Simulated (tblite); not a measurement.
Input of a run (GFN2-xTB geometry optimisation, gas phase (tblite 0.8.0)), started from a force field or distance geometry:
```
{"job": {"kind": "relax", "xc": "GFN2-xTB", "basis": "xTB"}, "charge": 0, "multiplicity": 1}
C     -1.671300    -1.054300     0.582700
C     -0.704200    -0.086500    -0.138600
C     -0.941200    -0.194400    -1.644300
C     -0.921800     1.368300     0.369800
N     -2.290600     1.848800     0.210300
C      0.735200    -0.570000     0.219800
S      2.097200     0.387000    -0.546200
Si     3.864900    -0.615600     0.167600
H     -1.559700    -0.999700     1.673100
H     -2.728000    -0.821000     0.349700
H     -1.505300    -2.092100     0.280400
H     -0.677900    -1.184500    -2.025100
H     -0.379800     0.556500    -2.195300
H     -2.002800    -0.036400    -1.895100
H     -0.253700     2.065900    -0.134600
H     -0.681500     1.416600     1.458800
H     -2.346100     2.808300     0.560400
H     -2.502800     1.907300    -0.792300
H      0.856300    -1.613200    -0.077700
H      0.882200    -0.533300     1.316500
H      3.857800    -0.562300     1.650300
H      5.059500     0.057400    -0.382600
H      3.808900    -2.025700    -0.271900
```

Output (eV, eV/Å):
```
step      E/eV     max force
  0    -714.78258    0.669
  1    -714.82770    0.515
  2    -714.85084    0.436
  3    -714.87103    0.336
  4    -714.88888    0.378
  5    -714.90470    0.265
  6    -714.91539    0.219
  7    -714.92179    0.207
  8    -714.92629    0.156
  9    -714.92978    0.152
 10    -714.93321    0.134
 11    -714.93740    0.204
 12    -714.94268    0.237
 13    -714.94805    0.185
 14    -714.95170    0.140
 15    -714.95358    0.110
 16    -714.95474    0.106
 17    -714.95564    0.079
 18    -714.95634    0.058
 19    -714.95691    0.065
 20    -714.95752    0.060
 21    -714.95831    0.076
 22    -714.95918    0.077
 23    -714.95989    0.058
 24    -714.96042    0.054
 25    -714.96088    0.047
 26    -714.96134    0.054
 27    -714.96173    0.042
 28    -714.96199    0.038
 29    -714.96219    0.031
 30    -714.96236    0.034
 31    -714.96250    0.029
 32    -714.96259    0.022
 33    -714.96268    0.021
 34    -714.96279    0.027
 35    -714.96296    0.039
 36    -714.96316    0.038
 37    -714.96333    0.023
 38    -714.96347    0.024
 39    -714.96360    0.033
 40    -714.96377    0.034
 41    -714.96395    0.028
 42    -714.96408    0.022
 43    -714.96417    0.023
 44    -714.96424    0.022
 45    -714.96430    0.018
 46    -714.96434    0.014
 47    -714.96439    0.018
 48    -714.96444    0.023
 49    -714.96449    0.020
 50    -714.96455    0.016
 51    -714.96460    0.017
 52    -714.96465    0.019
 53    -714.96469    0.018
 54    -714.96472    0.009
```

**Question.** Summarise the run.

**Answer.** The energy falls by 4.2 kcal/mol over 54 L-BFGS steps, the largest force on an atom goes from 0.67 to 0.009 eV/Å, and the atoms move by 0.109 Å rms after alignment. The bond that changes most is C2–C6 (quaternary sp3 carbon to sp3 carbon bound to sulfur), which shortens by 0.030 Å. Bonds longer at the end by more than 0.005 Å: 1 of 22; shorter: 15. Among the angles that change most is S7–Si8–H22, from 109.2° to 103.8°. The energy never rose by more than 1e-5 eV on the way. The first step brought 25 % of the lowering.

**Question.** What are the final bond lengths?

**Answer.** C1–C2 1.531 Å, C2–C3 1.529 Å, C2–C4 1.540 Å, C4–N5 1.455 Å, C2–C6 1.530 Å, C6–S7 1.835 Å, S7–Si8 2.136 Å, C1–H9 1.087 Å, C1–H10 1.086 Å, C1–H11 1.088 Å, C3–H12 1.088 Å, C3–H13 1.088 Å, C3–H14 1.087 Å, C4–H15 1.102 Å, C4–H16 1.094 Å, N5–H17 1.014 Å, N5–H18 1.014 Å, C6–H19 1.090 Å, C6–H20 1.091 Å, Si8–H21 1.460 Å, Si8–H22 1.450 Å, Si8–H23 1.460 Å. Numbering counts from 1 in the input's order; the species is `CC(C)(CN)CS[SiH3]`.

On Arm Neoverse N1, one thread, no GPU, shared host, this took 0.81 s of wall time.

Its GFN2-xTB frequencies are all real (lowest 18 cm⁻¹). The numbers are those of one conformer. 3 starts were optimised and ended at 0.00, 0.41 and 0.78 kcal/mol (GFN2-xTB); the lowest of these is shown.

Shape of the structure used: `[CH3:1][C:2]([CH3:3])([CH2:4][NH2:5])[CH2:6][S:7][SiH3:8]`: C1–C2–C4–N5 -57°, C1–C2–C6–S7 180°, C2–C6–S7–Si8 -178°, H–N5–C4–C2 172°, H–N5–C4–C2 -70°.

These are computed values.
